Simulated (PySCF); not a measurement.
**TiH: a composite coupled-cluster calculation**

State: quartet, unpaired electrons σ ↑, π ↑, δ ↑. De refers to Ti (3d2 4s2) + H. ROHF-based CCSD(T) in PySCF 2.14 with Ti cc-pVTZ, H cc-pVTZ and Ti cc-pVQZ, H cc-pVQZ (frozen core orbitals: 9; no relativity). Correlation energies are extrapolated as n⁻³ (n = 3, 4), Hartree–Fock as (n+1)·exp(−9√n). CV is the change on freezing 5 orbitals instead, in Ti cc-pwCVTZ, H cc-pVTZ. SR is the spin-free X2C energy in Ti cc-pVTZ-DK, H cc-pVTZ-DK less the non-relativistic one in Ti cc-pVTZ, H cc-pVTZ.

```csv
Level,Re (Å),ωe (cm⁻¹),ωexe (cm⁻¹),αe (cm⁻¹),De (eV)
CCSD(T)/TZ,1.8086,1516.7,21.5,0.119,2.089
CCSD(T)/QZ,1.8077,1515.3,21.7,0.120,2.127
HF/CBS,1.8551,1495.8,18.6,0.103,1.606
MP2/CBS,1.8048,1535.2,19.5,0.108,1.938
CCSD/CBS,1.8105,1512.7,21.4,0.118,2.136
CCSD(T)/CBS,1.8071,1513.8,21.7,0.120,2.153
CCSD(T)/CBS+CV,1.7724,1559.9,22.6,0.126,2.161
CCSD(T)/CBS+CV+SR,1.7729,1561.0,22.8,0.127,2.115
```

Problem. How much is left between CCSD(T)/QZ and the basis-set limit, and how much do the triples give at the limit?

Solution. CCSD(T)/CBS less CCSD(T)/QZ: -0.6 mÅ in Re, -1.5 cm⁻¹ in ωe and +0.026 eV in De. CCSD(T)/CBS less CCSD/CBS: -3.4 mÅ in Re, +1.1 cm⁻¹ in ωe and +0.017 eV in De.

Problem. What do the later terms add?

Solution. CV: -34.7 mÅ in Re, +46.1 cm⁻¹ in ωe and +0.008 eV in De; SR: +0.5 mÅ in Re, +1.1 cm⁻¹ in ωe and -0.046 eV in De, each against the row above.

The T1 diagnostic is 0.063, large enough to doubt a single reference. The state was picked by a PBE0 search and need not be the measured ground state. Spin–orbit coupling, excitations beyond (T) and corrections to the Born–Oppenheimer picture are left out.

The whole job (state search and all basis sets along the bond) took about 34 min on 4 threads of Arm Neoverse N1 (shared host), peak memory 14 GiB.
